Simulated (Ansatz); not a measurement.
ClGa, singlet, geometry from GFN2-xTB (such geometries of metal compounds can be far from the true shape). Base run: HF/STO-3G (Ansatz, an electronic-structure program).

The Ansatz input:
Ansatz 0.2 input:
```yaml
crystal:
  periodic: [false, false, false]
  atoms:
    - {symbol: Ga, position_ang: [-0.00000000, -0.00000000, -0.76826451]}
    - {symbol: Cl, position_ang: [0.00000000, 0.00000000, 1.40095293]}
basis:
  gaussian:
    orbitals: STO-3G
hamiltonian:
  xc: hf
```

Variants of this job, named by their change:

| change | basis functions | E (Eh) |
|---|---|---|
| base | 27 | -2355.48102 |
| basis = cc-pVDZ-DK; relativity = spin-free X2C; nucleus = Gaussian | 45 | -2403.08977 |
| basis = cc-pVDZ-DK; relativity = spin-free X2C | 45 | -2403.09990 |
| basis = x2c-SVPall; relativity = spin-free X2C | 50 | -2402.68247 |
| basis = cc-pVTZ-DK; relativity = none | 77 | -2371.44060 |
| basis = x2c-SVPall; relativity = none | 50 | -2375.10871 |
| basis = cc-pVDZ-DK; relativity = none | 45 | -2372.45499 |
| basis = cc-pVTZ-DK; relativity = spin-free X2C; nucleus = Gaussian | 77 | -2403.19912 |
| basis = x2c-SVPall; relativity = spin-free X2C; nucleus = Gaussian | 50 | -2402.67343 |
| basis = cc-pVTZ-DK; relativity = spin-free X2C | 77 | -2403.21042 |

Absolute energies of different levels of theory aren't comparable as measures of quality.

Ansatz warned in this series: the basis is contracted for relativity, which the run leaves out.

Basis sets contracted for a relativistic Hamiltonian are a mismatch without it, so the rows without relativity aren't non-relativistic limits. No row has spin-orbit coupling; sets with core potentials leave out the core electrons.
